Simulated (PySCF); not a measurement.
# Magnetisability: `C=C[P@@](=O)(CC)CP`, C$_{5}$H$_{12}$OP$_{2}$

Cartesian coordinates in Å; atom numbers follow the order of the lines, from 1:
```xyz
20

C    -1.3267    2.4816   -0.0907
C    -0.7866    1.4486   -0.7133
P     0.1695    0.2536    0.2621
O     0.2263    0.5555    1.6951
C    -0.5461   -1.3939   -0.1339
C    -1.9425   -1.4761    0.4609
C     1.8266    0.2666   -0.5514
P     2.8046   -1.1631    0.1302
H    -1.9031    3.2413   -0.5943
H    -1.1946    2.5833    0.9755
H    -0.8839    1.2883   -1.7778
H     0.1136   -2.1370    0.3251
H    -0.5557   -1.5537   -1.2126
H    -2.3625   -2.4721    0.3362
H    -2.6045   -0.7549   -0.0168
H    -1.8991   -1.2438    1.5235
H     2.2981    1.2248   -0.3188
H     1.7254    0.1599   -1.6330
H     4.0555   -0.5983   -0.1114
H     2.7805   -0.7000    1.4424
```

Theory: PySCF, GIAO PBE0/pcSseg-1 magnetisability, rotational g tensor and spin-rotation constants, non-relativistic, gas phase. Geometry: GFN2-xTB.

(1) What are the magnetisability and the molar susceptibility?

(2) Split it along the inertial axes a, b, c into diamagnetic and paramagnetic parts about the centre of mass, with the quadrupole moment.

(3) And the rotational g tensor?

Answers

(1) Isotropic -1615 × 10⁻³⁰ J/T², or -97.3 × 10⁻⁶ cm³/mol; principal values -1744, -1576, -1525 × 10⁻³⁰ J/T², anisotropy 199 × 10⁻³⁰ J/T² (root of half the summed squared differences of the principal values). The susceptibility is in cgs units.

(2) 
```tsv
axis	χ (10⁻⁶ cm³/mol)	diamagnetic (10⁻⁶ cm³/mol)	paramagnetic (10⁻⁶ cm³/mol)	summed x² of all electrons (Å²)	quadrupole Θ (D Å)
a	-99.3	-772.8	673.5	256.7	+3.28
b	-100.1	-1322.4	1222.3	127.2	+2.82
c	-92.4	-1628.6	1536.2	55.0	-6.10
```
Anisotropies 2χaa − χbb − χcc = -6.2 and 2χbb − χaa − χcc = -8.4 × 10⁻⁶ cm³/mol. Θ is traceless in Buckingham's convention.

(3) 
```
axis  rotational constant (GHz)        g  nuclear part  electronic part
   a                     1.9742  -0.0158        0.6088          -0.6246
   b                     0.9925  -0.0075        0.5624          -0.5699
   c                     0.8033  -0.0070        0.5727          -0.5797
```
Asymmetric top; isotopes 12C, 1H, 16O, 31P; no vibrational averaging.
